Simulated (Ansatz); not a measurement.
Calculated with Ansatz (gas phase, PBE0-D4/def2-TZVP geometries, no zero-point term in ΔE). CBS: MP2 limit from def2 TZ/QZ plus the TZ coupled-cluster correction, frozen cores. This one scheme is used for every species. Functionals use def2-TZVPP. One conformer a species, not always the lowest.

Consider the ligand exchange at the Si–C bond: `N=C(O)C[SiH2]Cl` + `O[SiH](O)F` → `O[SiH](F)O[SiH2]Cl` + `CC(=N)O`.

```tsv
level	ΔE (kJ/mol)	difference from CCSD(T)/CBS
PBE0-D4	-112.9	8.1
ωB97X-V	-120.1	0.9
ωB97M-V	-119.4	1.6
B2PLYP	-123.7	-2.7
PBE	-106.9	14.1
r2SCAN	-119.2	1.8
PBE0	-112.1	8.9
HF/def2-TZVPP	-141.1	-20.1
MP2/def2-TZVPP	-118.9	2.1
SCS-MP2/def2-TZVPP	-123.5	-2.5
CCSD/def2-TZVPP	-122.6	-1.6
CCSD(T)/def2-TZVPP	-119.7	1.3
MP2/def2-QZVPP	-120.6	0.4
SCS-MP2/def2-QZVPP	-125.0	-4.0
HF/CBS(def2)	-144.0	-23.0
CCSD/CBS(def2)	-123.9	-2.9
CCSD(T)/CBS	-121.0	0
```

Largest T1 diagnostic among the species: 0.013.

In def2-TZVPP, CCSD(T) changes the Hartree–Fock value by +21.4 kJ/mol (the triples alone add +2.9 kJ/mol) and MP2 by +22.1 kJ/mol. From PBE to PBE0 (25 % exact exchange), in def2-TZVPP and without D4, ΔE moves by −5.2 kJ/mol.
